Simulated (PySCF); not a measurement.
```xyz
10

C     -1.1423     0.3000    -0.0764
N     -0.1347    -0.7115     0.1484
C      1.2042    -0.4356     0.1113
N      1.7860     0.6918    -0.0005
H     -1.0788     1.0855     0.6811
H     -1.0452     0.7682    -1.0623
H     -2.1272    -0.1568    -0.0053
H     -0.4087    -1.6756     0.0834
H      1.8205    -1.3295     0.2137
H      1.1262     1.4634    -0.0933
```

Charge 0, multiplicity 1.

Q: Give the Mulliken and meta-Löwdin atomic charges from TPSSh-D3(BJ)/def2-TZVP // B3LYP-D3(BJ)/def2-TZVP (PySCF).

A: 
```tsv
atom	Mulliken (e)	meta-Löwdin (e)
C1	-0.30	-0.22
N2	-0.28	-0.29
C3	0.05	0.12
N4	-0.41	-0.49
H5	0.14	0.12
H6	0.14	0.11
H7	0.13	0.12
H8	0.23	0.24
H9	0.11	0.11
H10	0.19	0.20
```
